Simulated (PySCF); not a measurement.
Sn(Me)2(Cl) (C2H6ClSn), SMILES [CH3][Sn+]([CH3])[Cl], charge +1. Geometry optimised at PBE0-D3(BJ)/def2-SVP. The multiplicity is an assumed one; other spin states were not compared. The isomer is the one that the SMILES or the coordinates give; other isomers of the formula were not compared. The def2 effective core potentials stand for the cores of Sn; spin–orbit coupling is left out.

Computed equilibrium geometry at PBE0-D3(BJ)/def2-SVP (PySCF confirms it by a frequency run) as bond lengths and angles:
Atoms: Sn1 C2 H3 H4 H5 C6 H7 H8 H9 Cl10. Bond lengths (Å): Sn1–C2 2.115, Sn1–C6 2.115, Sn1–Cl10 2.295, C2–H3 1.099, C2–H4 1.099, C2–H5 1.102, C6–H7 1.102, C6–H8 1.099, C6–H9 1.099. Angles (°): C2–Sn1–C6 135.8, C2–Sn1–Cl10 112.1, C6–Sn1–Cl10 112.1, Sn1–C2–H3 107.9, Sn1–C2–H4 109.6, Sn1–C2–H5 107.1, H3–C2–H4 111.9, H3–C2–H5 110.0, H4–C2–H5 110.2, Sn1–C6–H7 107.2, Sn1–C6–H8 107.9, Sn1–C6–H9 109.6, H7–C6–H8 110.0, H7–C6–H9 110.1, H8–C6–H9 111.9.
Charge +1, spin multiplicity 1.
